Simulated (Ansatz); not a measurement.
NP, triplet, geometry from GFN2-xTB (a higher spin typed on purpose: for a closed-shell molecule this is an excited state); BHLYP/6-31G* (Ansatz, a quantum-chemistry and plane-wave program).

Ansatz was given this input:
Ansatz 0.2 input:
```yaml
crystal:
  periodic: [false, false, false]
  atoms:
    - {symbol: N, position_ang: [-0.00000000, -0.00000000, -1.04207804]}
    - {symbol: P, position_ang: [0.00000000, 0.00000000, 0.48630309]}
basis:
  gaussian:
    orbitals: 6-31G*
hamiltonian:
  xc: {name: BHLYP}
magnetization: {spin_polarized: true, initial_magnetization: 2}
accuracy: high
```

It wrote (shortened):

```
Functional definition: BHLYP
575 factors; integrals over basis functions are off by at most 4.0e-9 eV
mean field evaluation 1: about -10767.6326 eV, gradient 2.9e1 eV
mean field evaluation 2: about -10754.2659 eV, gradient 5.6e1 eV
mean field evaluation 4: about -10771.8721 eV, gradient 1.4e0 eV
mean field evaluation 8: about -10771.9981 eV, gradient 2.1e-1 eV
mean field evaluation 16: about -10772.0037 eV, gradient 2.9e-3 eV
mean field evaluation 32: about -10772.0037 eV, gradient 1.5e-7 eV
mean field evaluation 64: about -10771.9788 eV, gradient 2.8e0 eV
mean field -10772.62172857 eV, -395.8865465796 hartree, gradient 1.7e-8 eV, S^2 2.015864; 5 other end points of the search recorded, 0 dependent functions left out
reference -10772.62174495 eV, -395.8865471816 hartree; 12, 10 occupied and 22, 24 virtual orbitals, 575 factors
Total energy: -10772.62174495 eV, -395.8865471816 hartree
```
